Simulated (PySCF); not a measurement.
Gas-phase reaction: GeCl3 + 3 H ⇌ GeH3 + 3 Cl

Method: PySCF energies plus ideal-gas RRHO corrections (1 bar). † marks an energy on the PBE0/def2-TZVP geometry and frequencies; other levels use their own. MP2 freezes the core. 6-31G* has spherical d functions here. Open shells (unrestricted): GeCl3 (multiplicity 2), H (multiplicity 2), GeH3 (multiplicity 2), Cl (multiplicity 2). Spin-orbit splitting is ignored; it lowers the true energy and changes the entropy of Cl. Ge: all electrons, no relativistic terms. GeCl3, GeH3: computed as isolated molecules; such fragments, hydroxides, amides, oligomers or adducts are transient or little studied in the gas. MP2 isn't extrapolated to the basis-set limit.

```json
[
 {"level": "HF/6-31G*", "ΔH°(298 K), kJ": "51"},
 {"level": "MP2/def2-TZVPP†", "ΔH°(298 K), kJ": "[?]"},
 {"level": "PBE/def2-SVP", "ΔH°(298 K), kJ": "239"},
 {"level": "PBE/def2-TZVP†", "ΔH°(298 K), kJ": "[?]"},
 {"level": "r2SCAN/def2-TZVP†", "ΔH°(298 K), kJ": "211"},
 {"level": "ωB97M-V/def2-TZVP†", "ΔH°(298 K), kJ": "[?]"}
]
```

Question: What belongs in the gaps?

Answer: 
- MP2/def2-TZVPP†, ΔH°(298 K), kJ: 237
- PBE/def2-TZVP†, ΔH°(298 K), kJ: 241
- ωB97M-V/def2-TZVP†, ΔH°(298 K), kJ: 198
